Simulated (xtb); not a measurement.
xtb input:

```bash
xtb mol.xyz --gfn 1 --sp --chrg 0 --uhf 0
```
mol.xyz:
```
7

C     -2.62728107    -0.11355205     0.08735439
Al    -0.69627106    -0.02233668     0.02182150
Br     0.55562547    -1.90349128     0.05619631
Br     0.41162108     1.94378792    -0.08806428
H     -3.00641900    -0.72126708    -0.73774984
H     -2.95077266    -0.59352873     1.01435291
H     -3.08122761     0.87610298     0.03097004
```

Task: Which total energy does the run end on?

Result: -12.91345 Eh (GFN1-xTB).
